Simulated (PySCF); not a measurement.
Computed shifts of a molecule C3H10AlN, PBE/pcSseg-1 (PySCF), GIAO, gas phase, equivalent atoms averaged, in ppm (number of nuclei): ¹H: 4.84 (2), 4.05 (1), 3.30 (3), 3.15 (1), 1.42 (3). ¹⁵N: 137.0 (1). ¹³C: 55.3 (1), 41.9 (1), 20.7 (1). References: ¹H against TMS (σ = 31.49 ppm); ¹⁵N against NH3 (σ = 267.0 ppm); ¹³C against TMS (σ = 182.0 ppm), references at their B3LYP-D3(BJ)/def2-TZVP geometries, non-relativistic. The structure is a stationary point at B3LYP-D3(BJ)/def2-SVP. One conformer was computed; it need not be the lowest.

### Question
Which structure fits?
A) CC[N](C)[AlH2]
B) [CH3][AlH][N](C)C
C) CC(C)[NH][AlH2]
D) C[CH2][Al]([CH3])[NH2]

### Answer
A, CC[N](C)[AlH2]
